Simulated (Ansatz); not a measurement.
Reaction (ligand exchange at a Zn–O bond): `C[CH](C)[Zn][OH]` + CH₃SH → `C[S][Zn][CH](C)C` + H₂O

Calculated with Ansatz (gas phase, PBE0-D4/def2-TZVP geometries, no zero-point term in ΔE). CCSD(T)/CBS adds triple-zeta CCSD(T) − MP2 to the extrapolated MP2 energy (def2 sets, frozen cores). This one scheme is used for every species. Functionals use def2-TZVPP. For Zn outer-core shells are correlated without core-valence functions, which leaves a few kJ/mol of doubt a bond. Scalar relativity is left out up to krypton. Each species was taken in one conformer, which may not be the lowest.

Question: Is it downhill or uphill in electronic energy at CCSD(T)/CBS, and by how much? (An estimate is asked.)

Answer: Ansatz gave: Downhill: ΔE = -40.7 kJ/mol.

Question: What do these levels give: BLYP-D4, r2SCAN-D4, r2SCAN, SCS-MP2/def2-TZVPP, CCSD/def2-TZVPP, CCSD(T)/def2-TZVPP? (Estimate.)

Answer: Ansatz gave: BLYP-D4 -32.0, r2SCAN-D4 -37.4, r2SCAN -36.1, SCS-MP2/def2-TZVPP -32.3, CCSD/def2-TZVPP -34.7, CCSD(T)/def2-TZVPP -35.6 kJ/mol.

Largest T1 diagnostic among the species: 0.014.

From PBE to PBE0 (25 % exact exchange), in def2-TZVPP and without D4, ΔE moves by −6.0 kJ/mol. The D4 term adds −5.7 kJ/mol with B3LYP and −3.4 kJ/mol with PBE0; it sums over pairs of atoms, weighted by their polarisabilities, and B3LYP, whose exchange is more repulsive, gets the larger term. Leaving LDA and LC-ωPBE aside and taking each functional with its dispersion term where it has one, the values, not all of them listed here, spread over 14.2 kJ/mol, from HSE06-D4 to CAM-B3LYP-D4.

B3LYP here is the variant with VWN-RPA as its local correlation; programs differ in this.
